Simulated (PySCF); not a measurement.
All of these have the formula C4H6F4O. Method used: TDDFT PBE0/def2-SVPD, vertical, gas phase, core orbitals frozen in the response in PySCF. Geometries: GFN2-xTB; one conformer of each isolated species. Triplets are in the Tamm–Dancoff approximation. 'Strongest' means the level of largest summed f among the lowest 6 singlets; it needn't be the same kind of state in each.

Problem. Rank by computed energy of the strongest computed level, highest first.
A. `C(F)(F)(F)C[C@@H](OC)F`
B. `FCCCOC(F)(F)F`
C. `OC[C@H](F)CC(F)(F)F`
D. `C([C@H](O[C@@H](C)F)F)(F)F`

Solution. B (9.63 eV), A (9.41 eV), D (9.05 eV), C (8.40 eV).

```csv
SMILES,strongest (eV),HOMO (eV),gap (eV),first f ≥ 0.01 (nm),T1 (eV),S1 (eV),S1 mainly
FCCCOC(F)(F)F,9.63,-9.53,10.08,135,8.69,8.89,H→L (96%)
CO[C@@H](F)CC(F)(F)F,9.41,-8.83,9.44,152,7.97,8.17,H→L (96%)
C[C@@H](F)O[C@H](F)C(F)F,9.05,-9.66,10.31,137,8.72,9.05,H→L (82%)
OC[C@H](F)CC(F)(F)F,8.40,-8.58,8.98,148,7.12,7.48,H→L (93%)
```

H and L stand for HOMO and LUMO.

- `FCCCOC(F)(F)F`: Löwdin shares by element: HOMO oxygen 31%, carbon 22% or more, fluorine 12% or more (atoms not listed hold the other 35%); LUMO carbon 41% or more, hydrogen 8% or more (atoms not listed hold the other 50%).
- `CO[C@@H](F)CC(F)(F)F`: Löwdin shares by element: HOMO oxygen 59%, carbon 19% or more, hydrogen 6% or more (atoms not listed hold the other 17%); LUMO carbon 35% or more, hydrogen 9% or more, oxygen 8% (atoms not listed hold the other 48%).
- `C[C@@H](F)O[C@H](F)C(F)F`: Löwdin shares by element: HOMO oxygen 28%, carbon 14% or more, fluorine 13% or more, hydrogen 10% or more (atoms not listed hold the other 35%); LUMO carbon 32% or more, hydrogen 12% or more, fluorine 9% or more (atoms not listed hold the other 47%).
- `OC[C@H](F)CC(F)(F)F`: Löwdin shares by element: HOMO oxygen 58%, carbon 24% or more, hydrogen 6% or more; LUMO oxygen 24%, hydrogen 16% or more, carbon 13% or more, fluorine 10% or more (atoms not listed hold the other 38%).
